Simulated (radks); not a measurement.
Neutral dysprosium inside a hard spherical wall (all orbitals vanish at R), configuration held at [Xe] 4f10 6s2 and not refilled when levels cross. All-electron calculation, scalar-relativistic Kohn-Sham, LDA (Slater exchange, Perdew-Wang correlation), spin-polarised, spherical densities, point nucleus; open shells are filled with parallel spins first (spin-orbit coupling, left out, can overturn this in heavy ions). Program: a radial shooting solver on a logarithmic mesh with Libxc functionals. Eigenvalues in eV for spin up, with the zero of energy where the potential of the charges vanishes at infinity; a dash marks a level that is unbound or too diffuse for the functional's potential to be trusted. A positive occupied level is held by the wall or, in an anion where self-interaction has pushed it up, behind a barrier. The pressure on the wall is -dE/dV.

| R (bohr) | E (hartree) | kinetic (hartree) | e(5s) | e(5p) | e(4f) | e(6s) | e(5d, empty) | e(6p, empty) | pressure (GPa) |
|---|---|---|---|---|---|---|---|---|---|
| free | -12149.4583 | 13105.696 | -49.807 | -26.027 | -4.520 | -3.955 | -1.469 | -1.230 | 0 |
| 20 | -12149.4583 | 13105.696 | -49.807 | -26.027 | -4.520 | -3.955 | -1.469 | -1.230 | < 0.0001 |
| 15 | -12149.4582 | 13105.696 | -49.805 | -26.025 | -4.518 | -3.953 | -1.467 | -1.217 | 0.000149 |
| 12 | -12149.4580 | 13105.699 | -49.778 | -25.998 | -4.491 | -3.932 | -1.438 | -1.138 | 0.00505 |
| 5 | -12149.1767 | 13106.912 | -45.831 | -22.205 | -0.480 | 1.775 | 2.887 | 8.170 | 27.1 |
| 4 | -12148.6084 | 13109.068 | -42.245 | -18.813 | 3.484 | 10.353 | 7.633 | 20.276 | 150 |
| 3.5 | -12147.8488 | 13111.955 | -38.742 | -15.372 | 7.582 | 20.349 | 12.614 | 33.397 | 417 |
| 3 | -12146.1253 | 13118.391 | -32.521 | -8.864 | 15.094 | 40.213 | 21.949 | 57.928 | 1350 |
| 2.5 | -12141.7145 | 13134.005 | -20.100 | 5.112 | 29.786 | 83.215 | 41.401 | 107.95 | 5270 |
| 2 | -12128.6315 | 13176.594 | 9.979 | 40.441 | 60.664 | 186.93 | 88.177 | 222.67 | 26300 |
| 1.5 | -12080.2212 | 13322.441 | 109.67 | 156.17 | 135.80 | 484.39 | 228.25 | 538.05 | 195000 |
